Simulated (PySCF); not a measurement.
SiH₂Cl₂, SMILES [SiH2](Cl)Cl. Geometry optimised at B3LYP-D3(BJ)/def2-TZVP. The isomer is the one that the SMILES or the coordinates give; other isomers of the formula were not compared.

### Question
Give the equilibrium geometry at B3LYP-D3(BJ)/def2-TZVP (PySCF confirms it by a frequency run) as bond lengths and angles, and its point group. (The exact figures need the calculation; the answer reports its results.)

### Answer
point group C2v.
Atoms: Si1 Cl2 Cl3 H4 H5. Bonds (Å): Si1–Cl2 2.052, Si1–Cl3 2.052, Si1–H4 1.470, Si1–H5 1.470. Bond angles (°): Cl2–Si1–Cl3 110.1, Cl2–Si1–H4 108.5, Cl2–Si1–H5 108.5, Cl3–Si1–H4 108.5, Cl3–Si1–H5 108.5, H4–Si1–H5 112.8.
